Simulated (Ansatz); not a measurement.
C2H4NSi, SMILES `C#C[N+][SiH3]` (excited singlet) (charge 1, multiplicity 1). This singlet is an excited state, 0.95 eV above the relaxed triplet at the level B3LYP/cc-pVTZ // B3LYP-D3(BJ)/def2-TZVP (Ansatz, an electronic-structure program).

Cartesian coordinates (Å):
```xyz
8

C      2.1624     1.2957     0.7782
C      1.0347     0.7396     0.2911
N      0.1171     0.0717    -0.0074
Si    -1.2830    -0.9630    -0.5157
H      2.4779     2.3115     0.5469
H     -0.6596    -1.5717    -1.7067
H     -1.4869    -1.8737     0.6166
H     -2.3627    -0.0101    -0.7952
```
Charge +1, spin multiplicity 1.

Frozen-core energies in 6-31g from Ansatz at a geometry from B3LYP-D3(BJ)/def2-TZVP; the HF reference has <S^2> = 0.00 (restricted, and unstable towards unrestricted orbitals) and the T1 diagnostic is 0.021.

| level | energy (Ha) | difference from CCSDTQ (mHa) |
|---|---|---|
| HF | -420.92422 | 368.37 |
| MP2 | -421.24126 | 51.33 |
| CCSD | -421.27558 | 17.01 |
| CCSD(T) | -421.28899 | 3.61 |
| CCSDT | -421.29085 | 1.74 |
| CCSDT(Q) | -421.29285 | -0.25 |
| CCSDTQ | -421.29259 | 0.00 |
